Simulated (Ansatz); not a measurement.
Compare A (`O=C[Si](F)(F)[SiH3]`) with its isomer B (`O=C([SiH3])[SiH](F)F`).

Computed with Ansatz on PBE0-D4/def2-TZVP structures; ΔE is electronic, products minus reactants. CCSD(T)/CBS is the MP2 limit (def2-TZVPP, def2-QZVPP) plus CCSD(T) − MP2 in def2-TZVPP, frozen cores. Functionals use def2-TZVPP. B3LYP here is the variant with VWN-RPA as its local correlation; programs differ in this. One conformer a species, not always the lowest.

A:

Z-matrix (Å, degrees):
```
Si
C 1 1.919
F 1 1.594 2 107.6
F 1 1.594 2 107.7 3 114.2
Si 1 2.340 2 110.9 3 -122.8
O 2 1.208 1 118.1 3 122.1
H 2 1.114 1 122.1 3 -57.9
H 5 1.484 1 108.9 2 -59.9
H 5 1.486 1 108.7 2 -179.6
H 5 1.484 1 108.9 2 60.7
```

B:

```xyz
10

O     0.362    1.698   -0.981
C     0.129    0.655   -0.402
Si   -0.851   -0.770   -1.280
Si    0.779    0.525    1.402
F    -0.295   -0.246    2.281
F     2.099   -0.357    1.389
H    -0.217   -2.066   -0.925
H    -0.842   -0.536   -2.743
H    -2.236   -0.744   -0.739
H     1.072    1.840    1.998
```

(1) Which is lower in electronic energy at CCSD(T)/CBS, and by how much? (Estimate.)

(2) Give E(B) − E(A) in kJ/mol with B3LYP, MP2/def2-TZVPP, B3LYP-D4, PBE0-D4, PBE-D4, CCSD/def2-TZVPP, r2SCAN-D4. (Best estimate.)

Largest T1 diagnostic: 0.014.

## Answers

(1) The calculation gave: A, by 13.3 kJ/mol.

(2) The calculation gave: B3LYP 13.3, MP2/def2-TZVPP 9.5, B3LYP-D4 13.3, PBE0-D4 21.0, PBE-D4 20.0, CCSD/def2-TZVPP 14.3, r2SCAN-D4 15.2. None reverses the order clearly.
